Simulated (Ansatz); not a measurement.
Input:

```yaml
crystal:
  periodic: [false, false, false]
  atoms:
    - { symbol: Hf, position_ang: [0.224362, -0.319461, 0.17906] }
    - { symbol: "N", position_ang: [0.58222, 0.176552, 2.291983] }
    - { symbol: H, position_ang: [-0.131089, 0.633185, 2.838776] }
    - { symbol: H, position_ang: [1.470901, 0.549016, 2.588651] }
    - { symbol: Cl, position_ang: [2.174298, 0.661968, -0.762047] }
    - { symbol: Cl, position_ang: [-1.808452, 0.879265, -0.111289] }
    - { symbol: Cl, position_ang: [-0.163171, -2.281366, -1.421377] }
    - { symbol: O, position_ang: [0.339433, -1.982791, 1.378985] }
    - { symbol: Al, position_ang: [0.0991, -3.615819, 0.687813] }
    - { symbol: H, position_ang: [1.413779, -4.456308, 0.493993] }
    - { symbol: H, position_ang: [-1.31736, -4.240143, 0.966612] }
    - { symbol: H, position_ang: [0.501276, -1.1858, 2.194938] }
basis:
  gaussian: { orbitals: def2-SVP }
hamiltonian:
  xc: hf
phonons: {}
```

Command:

```bash
$ ansatz run input.yaml --threads 4 --pin off --max-ram 5120MiB --backend cpu --events-out ev --progress --plain --runs-dir out
```

Hardware: 4 threads of Arm Neoverse N1 (shared host).

Task: Roughly how long does this run take, and how much memory?

Result: 4.1 min, with a peak of 0.51 GiB, for 0 ionic steps.
